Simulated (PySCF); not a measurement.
Al(H)(OMe)(SMe) (C2H7AlOS), SMILES C[O][AlH][S]C.

The structure is a stationary point at ωB97X-D3(BJ)/def2-SVP. The structure was generated by enumeration; whether it is a known compound was not checked. Other conformers were not sampled.

The numbers are results of C-PCM-PBE0/def2-SVP (PySCF), not measurements.

The values are the electrostatic part of the solvation free energy, E(continuum) − E(gas) at the gas-phase geometry, in a cavity of scaled van der Waals radii (PySCF's table); cavitation and dispersion terms are not included. A continuum can't describe solvent molecules that bind to the metal. In vacuum the orbital gap is 6.61 eV. The dipole moment in vacuum is 1.98 D.

Computed values in water (ε = 78.36), methanol (ε = 32.61), benzene (ε = 2.27):
| solvent | ε | ΔG(elec) (kcal/mol) | dipole (D) | gap (eV) |
|---|---|---|---|---|
| water | 78.36 | -4.6 | 2.48 | 6.97 |
| methanol | 32.61 | -4.5 | 2.46 | 6.97 |
| benzene | 2.27 | -2.5 | 2.23 | 6.80 |
